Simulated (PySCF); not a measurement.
Simulation results for AlB₂H₆N

Computed with PySCF 2.14.0. Calculation on a computer-drawn molecule: the log of a Hartree-Fock and frozen-core CCSD(T) single point meant for a local Hartree-Fock minimum, with one planted fault or none, to be diagnosed. Offsets are logged minus clean, where the clean run is the same molecule without the fault. The reference is restricted for singlets and unrestricted otherwise, and also for a bond in bohr or an excited solution. Adding or removing an electron swaps singlet and doublet. The excited solution moves the top pair (singlet) or top alpha electron (doublet) to the lowest empty orbital. Highest occupied and lowest empty are orbital energies over both spins, largest force is the largest gradient component, triples share is (T) over the correlation energy, the T1 limit is 0.02 restricted and 0.045 unrestricted, electrons count all cores, a negative frequency is imaginary (commonest isotopes), and the dipole is about the centre of nuclear charge.

Common to all runs: meant charge 0; meant multiplicity 1; meant basis cc-pV(D+d)Z; logged basis functions 95; logged SCF converged yes; possible faults no fault, one electron removed, one electron added, multiplicity raised by two, geometry at a saddle point, SCF held on an excited solution, minimal basis STO-3G, one bond length entered in bohr, all coordinates scaled.

```json
{"entry": 1, "formula": "AlB2H6N", "logged_structure": {"atoms_angstrom": [["B", -0.7932, 0.833, -0.6558], ["N", 0.5484, 1.1464, -0.255], ["B", 0.949, 2.5195, -0.1429], ["Al", 1.7398, -0.1956, 0.1106], ["H", -1.1345, -0.3174, -0.7528], ["H", -1.5806, 1.7067, -0.8962], ["H", 2.0736, 2.7883, 0.1922], ["H", 0.1738, 3.405, -0.3799], ["H", 3.199, 0.1941, 0.5469], ["H", 1.2574, -1.6857, -0.0255]]}, "given": {"logged_electrons": 37, "logged_spin_squared": 0.7665, "logged_highest_occupied [eV]": 0.4472, "logged_lowest_empty [eV]": 6.4782, "logged_largest_force [hartree/bohr]": 0.032454, "logged_T1_diagnostic": 0.017, "logged_D1_diagnostic": 0.080329, "logged_triples_share": 0.029845, "logged_CC_converged": "yes", "logged_dipole_magnitude [debye]": 4.6389, "logged_SCF_stable_within_its_kind": "yes", "logged_energy_HF [hartree]": -349.26884, "logged_energy_CCSD(T) [hartree]": -349.75244, "drawn_bonds_atom": [1, 2, 2, 1, 1, 3, 3, 4, 4], "drawn_bonds_other_atom": [2, 3, 4, 5, 6, 7, 8, 9, 10], "drawn_bonds_order": [1, 1, 1, 1, 1, 1, 1, 1, 1]}, "results": {"planted_fault": "one electron added", "HF_energy_offset_from_clean_run [kcal/mol]": 20.96, "CCSD(T)_energy_offset_from_clean_run [kcal/mol]": 8.232}, "notes": ["highest electron not bound in this basis"]}
{"entry": 2, "formula": "AlB2H6N", "logged_structure": {"atoms_angstrom": [["B", -0.7932, 0.833, -0.6558], ["N", 0.5484, 1.1464, -0.255], ["B", 0.949, 2.5195, -0.1429], ["Al", 1.7398, -0.1956, 0.1106], ["H", -1.1345, -0.3174, -0.7528], ["H", -1.5806, 1.7067, -0.8962], ["H", 2.0736, 2.7883, 0.1922], ["H", 0.1738, 3.405, -0.3799], ["H", 3.199, 0.1941, 0.5469], ["H", 1.2574, -1.6857, -0.0255]]}, "given": {"logged_electrons": 36, "logged_spin_squared": 0.0, "logged_highest_occupied [eV]": -4.344, "logged_lowest_empty [eV]": -7.7892, "logged_largest_force [hartree/bohr]": 0.0527, "logged_CC_converged": "no", "logged_dipole_magnitude [debye]": 1.5795, "logged_SCF_stable_within_its_kind": "no", "logged_energy_HF [hartree]": -348.68914, "drawn_bonds_atom": [1, 2, 2, 1, 1, 3, 3, 4, 4], "drawn_bonds_other_atom": [2, 3, 4, 5, 6, 7, 8, 9, 10], "drawn_bonds_order": [1, 1, 1, 1, 1, 1, 1, 1, 1]}, "results": {}, "notes": ["CCSD not converged"]}
```

## Withheld values
1. Give the missing planted fault for AlB₂H₆N (entry 2).

## Answers
1. SCF held on an excited solution

Further results for AlB₂H₆N (entry 2):

| Quantity | Value |
| --- | --- |
| HF energy offset from clean run | 384.7 kcal/mol |
